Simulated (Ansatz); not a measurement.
C$_{2}$H$_{5}$FGeO (`C[C](=O)[GeH2][F]`), 10 atoms. Total charge 0; spin multiplicity 1. Correlated methods include outer-core shells of Ge, which these sets cover unevenly. Scalar relativity is left out up to krypton. All runs use 4 threads of a server CPU on a shared host. Correlated methods freeze the cores.

Q: How many basis functions does each run have, and how long does it take in Ansatz? RKS r2SCANh-D4/def2-TZVPP energy; RHF-CCSD(T)/def2-TZVPP energy; RKS CAM-B3LYP-D4/def2-TZVPP energy; direct RPA on PBE orbitals/def2-TZVPP energy; RHF-MP2/def2-QZVPP energy; RKS PBE0-D4/def2-TZVP relaxation (7 steps); RKS PBE0-D4/def2-QZVPP energy; RKS PBE-QIDH (frozen core)/def2-TZVPP energy; RKS LC-ωPBE/def2-TZVPP energy; RKS PBE0-D4/def2-SVP energy; RKS ωB97M-V/def2-SVP energy; RHF-CCSD(T)/def2-SVP energy. (Best estimate.)

A: Computed: Other jobs shared the machine, so times are rough.

```json
{"level": "RKS PBE0-D4/def2-SVP", "job": "energy", "functions": "113", "wall time": "1.4 s", "peak host memory (GiB)": "0.25"}
{"level": "RKS LC-ωPBE/def2-TZVPP", "job": "energy", "functions": "242", "wall time": "3 s", "peak host memory (GiB)": "0.43"}
{"level": "RKS CAM-B3LYP-D4/def2-TZVPP", "job": "energy", "functions": "242", "wall time": "4 s", "peak host memory (GiB)": "0.71"}
{"level": "RKS r2SCANh-D4/def2-TZVPP", "job": "energy", "functions": "242", "wall time": "5.5 s", "peak host memory (GiB)": "0.65"}
{"level": "RKS ωB97M-V/def2-SVP", "job": "energy", "functions": "113", "wall time": "5.5 s", "peak host memory (GiB)": "0.36"}
{"level": "direct RPA on PBE orbitals/def2-TZVPP", "job": "energy", "functions": "242", "wall time": "6 s", "peak host memory (GiB)": "0.57"}
{"level": "RKS PBE-QIDH (frozen core)/def2-TZVPP", "job": "energy", "functions": "242", "wall time": "6.5 s", "peak host memory (GiB)": "0.65"}
{"level": "RKS PBE0-D4/def2-QZVPP", "job": "energy", "functions": "467", "wall time": "9 s", "peak host memory (GiB)": "1.7"}
{"level": "RHF-CCSD(T)/def2-SVP", "job": "energy", "functions": "113", "wall time": "10 s", "peak host memory (GiB)": "0.61"}
{"level": "RHF-MP2/def2-QZVPP", "job": "energy", "functions": "467", "wall time": "26 s", "peak host memory (GiB)": "2.9"}
{"level": "RKS PBE0-D4/def2-TZVP", "job": "relaxation (7 steps)", "functions": "202", "wall time": "29 s", "peak host memory (GiB)": "0.56"}
{"level": "RHF-CCSD(T)/def2-TZVPP", "job": "energy", "functions": "242", "wall time": "4 min", "peak host memory (GiB)": "5.1"}
```

LC-ωPBE has ω = 0.4 bohr⁻¹.
